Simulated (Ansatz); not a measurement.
All values below come from frozen-core CCSD(T)/cc-pVDZ // PBE-D3(BJ)/def2-SVP in Ansatz (a program for electronic structure). The restricted HF reference is unstable towards unrestricted orbitals.

Ansatz 0.2 input:
```yaml
crystal:
  periodic: [false, false, false]
  atoms:
    - { symbol: N, position_ang: [0.406786, 4.24817, -0.205588] }
    - { symbol: C, position_ang: [0.266039, 3.083521, -0.149612] }
    - { symbol: C, position_ang: [0.10807, 1.662106, -0.080994] }
    - { symbol: C, position_ang: [-1.170887, 1.072463, -0.082906] }
    - { symbol: C, position_ang: [-1.343339, -0.333574, -0.014801] }
    - { symbol: Si, position_ang: [-3.079673, -1.081557, -0.031543] }
    - { symbol: C, position_ang: [-0.207973, -1.159068, 0.057671] }
    - { symbol: C, position_ang: [1.093434, -0.606199, 0.06186] }
    - { symbol: C, position_ang: [2.372803, -1.266345, 0.129113] }
    - { symbol: C, position_ang: [3.420851, -0.381069, 0.110774] }
    - { symbol: S, position_ang: [2.917573, 1.289089, 0.009119] }
    - { symbol: C, position_ang: [1.240583, 0.811495, -0.008408] }
    - { symbol: H, position_ang: [-2.043529, 1.740854, -0.138424] }
    - { symbol: H, position_ang: [-3.918546, -0.492125, 1.06984] }
    - { symbol: H, position_ang: [-3.767769, -0.802415, -1.340749] }
    - { symbol: H, position_ang: [-2.964735, -2.568009, 0.162055] }
    - { symbol: H, position_ang: [-0.319482, -2.253613, 0.113361] }
    - { symbol: H, position_ang: [2.495988, -2.356041, 0.188942] }
    - { symbol: H, position_ang: [4.49381, -0.607683, 0.150289] }
basis:
  gaussian: { orbitals: cc-pVDZ }
correlation:
  method: ccsd_t
```

Output:

```
Functional definition: HF
2006 factors; integrals over basis functions are off by at most 1.2e-3 eV
mean field evaluation 1: about -29539.6368 eV, gradient 4.3e1 eV
mean field evaluation 2: about -29540.1780 eV, gradient 4.3e1 eV
mean field evaluation 4: about -29546.2288 eV, gradient 9.1e0 eV
mean field evaluation 8: about -29546.5012 eV, gradient 6.5e-1 eV
mean field evaluation 16: about -29546.5039 eV, gradient 2.5e-6 eV
mean field -29546.50394556 eV, -1085.8139926597 hartree, gradient 2.5e-6 eV, S^2 0.000000; 0 other end points of the search recorded, 0 dependent functions left out; unrestricted orbitals would lower it
20 core orbitals not correlated
reference -29546.50394556 eV, -1085.8139926597 hartree; 29, 29 occupied and 162, 162 virtual orbitals, 2006 factors
second order -42.26637868 eV of doubles, -0.00000000 eV of singles
cycle   1  -41.94433021 eV  change    3.2e-1 eV  update   1.9e-1
cycle   2  -43.37831271 eV  change    -1.4e0 eV  update   6.1e-2
cycle   3  -43.71213089 eV  change   -3.3e-1 eV  update   2.8e-2
cycle   4  -43.71361787 eV  change   -1.5e-3 eV  update   8.5e-3
cycle   5  -43.71843147 eV  change   -4.8e-3 eV  update   4.6e-3
cycle   6  -43.72097857 eV  change   -2.5e-3 eV  update   1.4e-3
cycle   7  -43.72023559 eV  change    7.4e-4 eV  update   7.7e-4
cycle   8  -43.72005000 eV  change    1.9e-4 eV  update   3.2e-4
cycle   9  -43.72012026 eV  change   -7.0e-5 eV  update   1.5e-4
cycle  10  -43.72004828 eV  change    7.2e-5 eV  update   5.9e-5
cycle  11  -43.71999019 eV  change    5.8e-5 eV  update   2.3e-5
perturbative correction -2.12279442 eV, -0.0780112562 hartree
Total energy: -29592.34673017 eV, -1087.4986839209 hartree
```

Cost: roughly 20 core-minutes.
